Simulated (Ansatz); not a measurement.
Constitutional and geometric isomers with formula CH4B2. Gas-phase values, no solvent. One relaxed conformer stands for each flexible species; it need not be the lowest. Strings in code marks are SMILES.

Quantity: electronic energy of isomers of CH4B2 relative to `BB=C`, in kcal/mol. The restricted reference of `BB=C` and `B=BC` is unstable towards unrestricted orbitals.

Case: `B=BC`. Geometry of `CB=B` (neutral, multiplicity 1, Å):

```xyz
7

B      1.9508    -0.0953    -0.0193
B      0.4342     0.0513     0.0518
C     -1.0802     0.1114     0.1388
H      3.1201    -0.2098    -0.0743
H     -1.5890     0.3812    -0.7900
H     -1.4751     0.6979     0.9721
H     -1.3609    -0.9366     0.3454
```

**Question.** Estimate the electronic energy of isomers of CH4B2 relative to `BB=C` that frozen-core CCSD(T)/cc-pVTZ // PBE0-D3(BJ)/def2-TZVP (Ansatz, a first-principles code) returns for this input.

**Answer.** 33.8 kcal/mol.
